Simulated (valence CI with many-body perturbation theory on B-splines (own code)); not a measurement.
# E1 transitions of Eu50+

Method: configuration interaction combined with many-body perturbation theory (CI+MBPT): three valence electrons over a frozen Dirac-Fock core [Ne], radial functions for each j: 11 s, 11 p, 10 d, 8 f, 5 g, 2 h, with the one-electron correlation potential Σ1 (screened to all orders), the two-electron term Σ2, the three-electron term Σ3, Breit, model QED; selected single and double excitations, second order for the rest, scaled by the run's own slope (own B-spline code, finite nucleus).

No measured spectrum was set against this ion. As an estimate, large intervals hold to a few tenths of a per cent, small ones and those within an open d or f shell to about a per cent.

Lines 151 to 200 of 586 in falling wavelength, among levels below 2210.0 eV, chosen from the strongest by gf and those to the six lowest levels. Wavelengths and rates use the calculated energies. Electric multipoles are in the length gauge, E1 and E2 with the static RPA response of the core. Weak lines are less certain than strong ones. Lines between different terms over intervals too small for the method are left out, as are lines whose strength nearly cancels. The highest levels of a list are the least certain.

Levels are named by their leading jj configuration (3d3/2^4 stands for four electrons in 3d with j = 3/2), which in mixed levels can hold well under half, so a name can repeat and another be missing. Letters in brackets count levels of one name in rising energy.

| λ vac (Å) | Upper | Lower | A (s⁻¹) | S (a.u.) with core polarisation | S without |
| --- | --- | --- | --- | --- | --- |
| 56.39 | (3p1/2 3d3/2 3d5/2) J=9/2 | (3p1/2 3p3/2 3d3/2) J=7/2 | 9.80e+10 | 8.67e-02 | 8.81e-02 |
| 56.39 | (3d3/2^2 3d5/2) J=1/2 | (3p3/2 3d3/2^2) J=1/2 | 1.20e+11 | 2.12e-02 | 2.16e-02 |
| 56.37 | (3d3/2^2 3d5/2) J=5/2 [b] | (3p3/2 3d3/2^2) J=3/2 [b] | 1.44e+11 | 7.64e-02 | 7.76e-02 |
| 56.25 | (3p1/2 3d3/2 3d5/2) J=1/2 | (3p1/2 3p3/2 3d3/2) J=1/2 [a] | 1.37e+11 | 2.40e-02 | 2.44e-02 |
| 56.20 | (3p3/2 3d5/2^2) J=1/2 | (3p3/2^2 3d5/2) J=1/2 | 2.75e+11 | 4.81e-02 | 4.89e-02 |
| 56.20 | (3p1/2 3p3/2 3d5/2) J=3/2 [b] | (3p1/2 3p3/2^2) J=1/2 | 9.23e+10 | 3.23e-02 | 3.28e-02 |
| 56.16 | (3s^2 3d5/2) J=5/2 | (3s^2 3p3/2) J=3/2 | 1.24e+11 | 6.49e-02 | 6.59e-02 |
| 56.15 | (3p3/2 3d3/2 3d5/2) J=5/2 [c] | (3p3/2^2 3d3/2) J=5/2 | 1.08e+11 | 5.66e-02 | 5.75e-02 |
| 56.13 | (3p1/2 3d3/2 3d5/2) J=3/2 [a] | (3p1/2 3p3/2 3d3/2) J=3/2 [a] | 8.76e+10 | 3.06e-02 | 3.11e-02 |
| 56.12 | (3p3/2 3d5/2^2) J=3/2 [a] | (3p3/2^2 3d5/2) J=5/2 [a] | 1.89e+11 | 6.58e-02 | 6.68e-02 |
| 56.12 | (3s 3p1/2 3d5/2) J=7/2 | (3s 3p1/2 3p3/2) J=5/2 | 8.44e+10 | 5.89e-02 | 5.98e-02 |
| 56.09 | (3p3/2^2 3d5/2) J=3/2 | (3p3/2^3) J=3/2 | 2.75e+11 | 9.59e-02 | 9.75e-02 |
| 56.07 | (3p1/2 3d3/2 3d5/2) J=3/2 [b] | (3p1/2 3p3/2 3d3/2) J=1/2 [b] | 6.90e+10 | 2.40e-02 | 2.44e-02 |
| 56.06 | (3p1/2 3d3/2 3d5/2) J=5/2 [a] | (3p1/2 3p3/2 3d3/2) J=5/2 [a] | 5.95e+10 | 3.10e-02 | 3.15e-02 |
| 56.01 | (3d3/2 3d5/2^2) J=3/2 [a] | (3p3/2 3d3/2 3d5/2) J=3/2 [a] | 1.28e+11 | 4.42e-02 | 4.49e-02 |
| 56.01 | (3p1/2^2 3d5/2) J=5/2 | (3p1/2^2 3p3/2) J=3/2 | 6.73e+10 | 3.50e-02 | 3.55e-02 |
| 55.99 | (3d3/2 3d5/2^2) J=3/2 [a] | (3p3/2 3d3/2 3d5/2) J=5/2 [b] | 8.75e+10 | 3.03e-02 | 3.08e-02 |
| 55.89 | (3p3/2 3d3/2 3d5/2) J=5/2 [e] | (3p3/2^2 3d3/2) J=3/2 [b] | 9.91e+10 | 5.12e-02 | 5.21e-02 |
| 55.86 | (3p3/2 3d5/2^2) J=5/2 | (3p3/2^2 3d5/2) J=5/2 [a] | 1.59e+11 | 8.19e-02 | 8.31e-02 |
| 55.85 | (3d3/2^2 3d5/2) J=3/2 | (3p3/2 3d3/2^2) J=3/2 [a] | 9.43e+10 | 3.24e-02 | 3.29e-02 |
| 55.77 | (3p3/2^2 3d5/2) J=5/2 [b] | (3p3/2^3) J=3/2 | 3.60e+11 | 1.85e-01 | 1.88e-01 |
| 55.73 | (3p3/2 3d5/2^2) J=3/2 [b] | (3p3/2^2 3d5/2) J=5/2 [b] | 1.54e+11 | 5.25e-02 | 5.33e-02 |
| 55.66 | (3p1/2 3p3/2 3d5/2) J=5/2 [b] | (3p1/2 3p3/2^2) J=3/2 | 2.71e+11 | 1.38e-01 | 1.41e-01 |
| 55.61 | (3s 3d5/2^2) J=5/2 | (3s 3p3/2 3d5/2) J=3/2 [a] | 3.50e+10 | 1.78e-02 | 1.81e-02 |
| 55.57 | (3d3/2 3d5/2^2) J=3/2 [b] | (3p3/2 3d3/2 3d5/2) J=5/2 [d] | 1.11e+11 | 3.75e-02 | 3.81e-02 |
| 55.57 | (3p1/2 3p3/2 3d5/2) J=7/2 [b] | (3p1/2 3p3/2^2) J=5/2 | 1.87e+11 | 1.26e-01 | 1.28e-01 |
| 55.41 | (3p3/2 3d5/2^2) J=3/2 [b] | (3p3/2^2 3d5/2) J=3/2 | 3.73e+11 | 1.25e-01 | 1.27e-01 |
| 55.40 | (3s 3p3/2 3d5/2) J=5/2 [b] | (3s 3p3/2^2) J=3/2 | 2.99e+11 | 1.51e-01 | 1.53e-01 |
| 55.32 | (3s 3d5/2^2) J=5/2 | (3s 3p3/2 3d5/2) J=7/2 [a] | 4.46e+10 | 2.24e-02 | 2.27e-02 |
| 55.24 | (3d3/2 3d5/2^2) J=7/2 [a] | (3p3/2 3d3/2 3d5/2) J=7/2 [a] | 8.05e+10 | 5.36e-02 | 5.44e-02 |
| 55.20 | (3p1/2 3d5/2^2) J=9/2 | (3p1/2 3p3/2 3d5/2) J=9/2 | 3.88e+10 | 3.22e-02 | 3.27e-02 |
| 55.15 | (3s 3p3/2 3d5/2) J=7/2 [a] | (3s 3p3/2^2) J=5/2 | 1.30e+11 | 8.58e-02 | 8.72e-02 |
| 55.01 | (3p1/2 3d5/2^2) J=1/2 | (3p1/2 3p3/2 3d5/2) J=3/2 [b] | 2.37e+11 | 3.89e-02 | 3.96e-02 |
| 55.00 | (3s 3p1/2 3d5/2) J=5/2 [a] | (3s 3p1/2 3p3/2) J=3/2 [a] | 1.40e+11 | 6.91e-02 | 7.01e-02 |
| 54.82 | (3p1/2 3d5/2^2) J=5/2 | (3p1/2 3p3/2 3d5/2) J=5/2 [a] | 1.31e+11 | 6.37e-02 | 6.47e-02 |
| 54.78 | (3s 3d3/2 3d5/2) J=5/2 [a] | (3s 3p3/2 3d3/2) J=3/2 [a] | 1.36e+11 | 6.61e-02 | 6.71e-02 |
| 54.74 | (3p3/2 3d3/2 3d5/2) J=5/2 [d] | (3p3/2^2 3d3/2) J=7/2 | 4.81e+10 | 2.34e-02 | 2.38e-02 |
| 54.71 | (3p3/2 3d3/2 3d5/2) J=5/2 [c] | (3p3/2^2 3d3/2) J=3/2 [a] | 8.21e+10 | 3.98e-02 | 4.04e-02 |
| 54.69 | (3p1/2 3p3/2 3d5/2) J=5/2 [b] | (3p1/2 3p3/2^2) J=5/2 | 3.44e+10 | 1.67e-02 | 1.69e-02 |
| 54.66 | (3d3/2 3d5/2^2) J=1/2 | (3p3/2 3d3/2 3d5/2) J=1/2 [a] | 1.14e+11 | 1.84e-02 | 1.87e-02 |
| 54.56 | (3s 3p3/2 3d5/2) J=3/2 [b] | (3s 3p3/2^2) J=1/2 | 1.44e+11 | 4.62e-02 | 4.69e-02 |
| 54.36 | (3p1/2 3d5/2^2) J=3/2 | (3p1/2 3p3/2 3d5/2) J=3/2 [a] | 1.36e+11 | 4.32e-02 | 4.39e-02 |
| 54.21 | (3s 3d3/2 3d5/2) J=9/2 | (3s 3p3/2 3d3/2) J=7/2 | 2.01e+11 | 1.58e-01 | 1.61e-01 |
| 54.16 | (3p3/2 3d3/2 3d5/2) J=3/2 [b] | (3p3/2^2 3d3/2) J=3/2 [a] | 1.40e+11 | 4.38e-02 | 4.45e-02 |
| 54.16 | (3s 3d3/2 3d5/2) J=3/2 [a] | (3s 3p3/2 3d3/2) J=1/2 [a] | 1.32e+11 | 4.15e-02 | 4.22e-02 |
| 54.13 | (3p3/2 3d3/2 3d5/2) J=3/2 [c] | (3p3/2^2 3d3/2) J=1/2 | 1.88e+11 | 5.88e-02 | 5.98e-02 |
| 53.93 | (3p1/2 3d5/2^2) J=7/2 | (3p1/2 3p3/2 3d5/2) J=7/2 [a] | 4.21e+10 | 2.61e-02 | 2.65e-02 |
| 53.91 | (3s 3p1/2 3d5/2) J=5/2 [b] | (3s 3p1/2 3p3/2) J=5/2 | 4.60e+10 | 2.14e-02 | 2.17e-02 |
| 53.84 | (3d3/2 3d5/2^2) J=11/2 | (3p3/2 3d3/2 3d5/2) J=11/2 | 3.79e+10 | 3.50e-02 | 3.56e-02 |
| 53.82 | (3d3/2 3d5/2^2) J=7/2 [b] | (3p3/2 3d3/2 3d5/2) J=7/2 [b] | 1.03e+11 | 6.36e-02 | 6.46e-02 |
